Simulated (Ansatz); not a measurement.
Pulling on the As1–H2 bond in AsH (multiplicity 3 held). Energies count from the point at 1.536 Å.


U- levels take the lowest unrestricted solution at each point, which mixes spins at long bonds. Full CI gives the lowest state of the spin. Curves can end on different states.

Cores are frozen in the correlated methods. Filled d and f shells under p-block atoms count as core.

The values were computed with Ansatz (an electronic-structure program) with Gaussian orbitals. Each number belongs to the level named beside it.

Problem. Give the energy at R = 6.142 Å at the level U-SCS-MP2/cc-pVDZ.

Solution. 239 kJ/mol

Doubts at one or more of the structures used: a spin-contaminated determinant (U-SCS-MP2/cc-pVDZ).
